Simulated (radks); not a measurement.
Results of a calculation; reference values are marked as such.
Q: Ionisation of neutral bismuth, [Hg] 6p3, to Bi+, [Hg] 6p2, under several functionals. Scalar-relativistic Kohn-Sham, spin-polarised, spherical densities, point nucleus; open shells are filled with parallel spins first (spin-orbit coupling, left out, can overturn this in heavy ions); a radial shooting solver on a logarithmic mesh with Libxc functionals. The NIST Atomic Spectra Database gives 7.286 eV (measured). Rank these functionals by the error of their Delta-SCF ionisation energy: SOGGA; LDA (Slater exchange, VWN5 correlation); XLYP; AM05; Wu-Cohen GGA.

A: From best to worst: XLYP 8.281 eV (+0.996); SOGGA 8.490 eV (+1.205); AM05 8.519 eV (+1.234); Wu-Cohen GGA 8.566 eV (+1.281); LDA (Slater exchange, VWN5 correlation) 8.651 eV (+1.366). Open shells are spherical and high-spin; term and fine-structure splittings are not resolved. Spin-orbit splitting is averaged out at the scalar-relativistic level.
